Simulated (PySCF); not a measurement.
## Electronic structure of Sb⁺ (antimony, charge +1) at the wB97M-V level

Configuration: [Kr] 4d10 5s2 5p2, high-spin 3P determinant. Computed with PySCF 2.14 in aug-cc-pVTZ-PP with one added diffuse shell each of d, f type with ECP28MDF (6s5p5d3f, 67 functions), with scalar relativity through the core potential.

| Property | Result |
| --- | --- |
| Total energy | -239.8526 hartree |
| One-electron energy | -412.6059 hartree |
| Hartree (Coulomb) energy | 191.8477 hartree |
| Exchange-correlation energy | -19.0944 hartree |
| ⟨S²⟩ | 2.0028 |
| ⟨L²⟩ | 2.009 |
| Sum of ⟨r⟩ | 26.84 bohr |
| Sum of ⟨r²⟩ | 45.58 bohr² |
| Traceless quadrupole moment −½Σ⟨3z² − r²⟩ along its main axis | 3.04 e·bohr² |

```json
{"shell": "4s α", "electrons": "1", "mean orbital energy (eV)": "-168.58", "spread (eV)": "0", "rms radius, mean of both spins (bohr)": "0.846"}
{"shell": "4s β", "electrons": "1", "mean orbital energy (eV)": "-168.45", "spread (eV)": "0", "rms radius, mean of both spins (bohr)": "0.846"}
{"shell": "4p α", "electrons": "3", "mean orbital energy (eV)": "-119.99", "spread (eV)": "0.407", "rms radius, mean of both spins (bohr)": "0.916"}
{"shell": "4p β", "electrons": "3", "mean orbital energy (eV)": "-119.86", "spread (eV)": "0.559", "rms radius, mean of both spins (bohr)": "0.916"}
{"shell": "4d α", "electrons": "5", "mean orbital energy (eV)": "-47.332", "spread (eV)": "0.439", "rms radius, mean of both spins (bohr)": "1.11"}
{"shell": "4d β", "electrons": "5", "mean orbital energy (eV)": "-47.105", "spread (eV)": "0.634", "rms radius, mean of both spins (bohr)": "1.11"}
{"shell": "5s α", "electrons": "1", "mean orbital energy (eV)": "-25.352", "spread (eV)": "0", "rms radius, mean of both spins (bohr)": "2.32"}
{"shell": "5s β", "electrons": "1", "mean orbital energy (eV)": "-23.072", "spread (eV)": "0", "rms radius, mean of both spins (bohr)": "2.32"}
{"shell": "5p α", "electrons": "2", "mean orbital energy (eV)": "-15.730", "spread (eV)": "0", "rms radius, mean of both spins (bohr)": "2.83"}
```

Energies and moments cover only the electrons outside the core potential.
